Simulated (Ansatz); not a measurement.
The cluster Au₅Se₂⁺, relaxed as a singlet with RKS PBE0-D4/def2-SVP in Ansatz, starting from the GFN2-xTB geometry. Force threshold 0.02 eV/Å.

In the def2 sets Au takes a core potential; there is no spin–orbit coupling. The structure comes from a short search, and lower isomers may exist.

Start:

```xyz
7

Au   -2.565   -1.063   -2.607
Au    0.107    0.113   -0.275
Au   -1.363   -3.383    0.038
Au    0.221    2.153    2.925
Au    3.259    1.815    0.803
Se   -0.584   -1.810   -1.549
Se    0.924    2.174    0.665
```

| step | energy (eV) | largest force component (eV/Å) | SCF passes |
| --- | --- | --- | --- |
| 1 | -149133.2589 | 0.700 | 19 |
| 2 | -149133.3862 | 0.146 | 23 |
| 3 | -149133.4360 | 0.049 | 24 |
| 4 | -149133.4567 | 0.029 | 24 |
| 5 | -149133.4612 | 0.038 | 21 |
| 6 | -149133.4626 | 0.007 | 22 |
| 7 (rejected) | -149133.4622 | 0.163 | 24 |
| 8 | -149133.4638 | 0.039 | 22 |
| 9 (rejected) | -149133.4631 | 0.117 | 25 |
| 10 | -149133.4647 | 0.046 | 22 |
| 11 | -149133.4656 | 0.035 | 22 |
| 12 | -149133.4668 | 0.074 | 22 |
| 13 | -149133.4675 | 0.095 | 23 |
| 14 | -149133.4681 | 0.089 | 23 |
| 15 | -149133.4693 | 0.121 | 23 |
| 16 | -149133.4707 | 0.085 | 24 |
| 17 | -149133.4726 | 0.029 | 22 |
| 18 | -149133.4739 | 0.084 | 24 |
| 19 | -149133.4750 | 0.057 | 24 |
| 20 | -149133.4760 | 0.037 | 23 |
| 21 | -149133.4762 | 0.074 | 24 |
| 22 (rejected) | -149133.4755 | 0.113 | 23 |
| 23 | -149133.4776 | 0.003 | 23 |
| 24 | -149133.4778 | 0.015 | 23 |
| 25 (rejected) | -149133.4778 | 0.071 | 25 |
| 26 | -149133.4782 | 0.020 | 22 |

Force components are those of the run's own axes.

End:

```xyz
7

Au   -1.602   -1.173   -2.940
Au    0.034    0.039   -0.095
Au   -2.317   -2.561    0.113
Au    1.123    1.275    3.010
Au    2.674    2.328    0.138
Se   -0.329   -2.136   -1.154
Se    0.416    2.228    0.930
```

By distances, no bond broke or formed. The bond that changes most is Au2–Se6, from 2.41 to 2.45 Å (atoms count from 1).

The force fell under the threshold at step 6, but the optimiser went on and released 0.016 eV more. No frequencies were taken in this run, so the end may be a saddle point.

Hardware: 4 threads of Arm Neoverse V2 on a shared host. Wall time 5.1 min, peak host memory 0.99 GiB.
